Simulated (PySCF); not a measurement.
Se²⁺ (selenium, charge +2) across methods

[Ar] 3d10 4s2 4p2, high-spin 3P determinant. Calculation: PySCF 2.14, in x2c-TZVPPall (6s5p4d1f, 48 functions); the spin-free X2C one-electron Hamiltonian (Gaussian nucleus).

| method | E (hartree) | mean ε 4s α (eV) | mean ε 4s β (eV) | mean ε 4p α (eV) | Σ⟨r²⟩ (bohr²) | ⟨S²⟩ |
| --- | --- | --- | --- | --- | --- | --- |
| wB97X | -2428.729 | -43.129 | -40.553 | -30.086 | 23.90 | 2.002 |
| PW91 | -2428.850 | -38.486 | -36.440 | -26.353 | 23.94 | 2.001 |
| r2SCAN | -2428.640 | -39.149 | -36.509 | -26.800 | 23.89 | 2.003 |
| M06-L | -2428.591 | -38.763 | -36.240 | -26.451 | 23.81 | 2.003 |
| PBE | -2428.337 | -38.387 | -36.327 | -26.286 | 23.96 | 2.001 |
| MN15 | -2430.157 | -40.936 | -38.079 | -28.558 | 23.94 | 2.003 |
| PBE0 | -2428.385 | -40.466 | -37.535 | -27.771 | 23.95 | 2.002 |
| UHF | -2426.98624 | -45.787 | -39.835 | -31.449 | 24.18 | 2.008 |
| LDA | -2425.069 | -38.585 | -36.770 | -26.319 | 23.90 | 2.001 |
